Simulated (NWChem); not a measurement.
Molecule: SiH$_{3}$O$_{2}$Br; SMILES O[SiH](O)Br

```xyz
7

Si    -0.0119     0.9652     0.3850
O     -1.3134     1.7332    -0.2568
O      1.3796     1.5701    -0.2648
Br    -0.0282    -1.2525    -0.0399
H     -0.1258     1.1348     1.8405
H     -1.3436     1.8231    -1.2207
H      2.0924     0.9399    -0.4405
```
Atoms are numbered in this order, from 1.

Program: NWChem. Pople sets run with spherical d functions. All runs use the structure optimised with B3LYP/6-31G* (spherical d). Level r2SCAN/6-31G*: energy and gradient on several grids; changes count from the extra-fine grid, which is no exact limit either.

| grid | size of the energy change (μHa) | largest change of a gradient component (μHa/bohr) |
|---|---|---|
| xcoarse | 4000 | 2000 |
| coarse | 400 | 600 |
| medium | 100 | 90 |
| fine | < 10 | 30 |
| xfine | < 10 | < 30 |
